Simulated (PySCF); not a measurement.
Harmonic spectrum computed at PBE0 in the def2-TZVP basis family (core potentials from Rb on, PySCF, no spin–orbit coupling):

| symmetry | ω (cm⁻¹) | IR (km/mol) |
| --- | --- | --- |
| b1 | 132 | 38.7 |
| a1 | 159 | 0.4 |
| b2 | 248 | 13.6 |
| a2 | 272 | 0.0 |
| b1 | 315 | 172 |
| b2 | 640 | 214 |
| a1 | 649 | 133 |
| a1 | 665 | 66.2 |
| b2 | 712 | 17.2 |
| a1 | 1217 | 75.5 |
| b2 | 3888 | 330 |
| a1 | 3892 | 0.6 |

**Question.** Which molecule gave it? In each, all ligands are bound to the one heavy central atom.
A. WN(OH)₂ (doublet)
B. SN(OH)₂ (doublet)
C. MoN(OH)₂ (doublet)
D. RuN(OH)₂ (doublet)

**Answer.** D. It has C2v symmetry with O–H 0.961 Å (×2), Ru–N 1.570 Å, Ru–O 1.884 Å (×2).
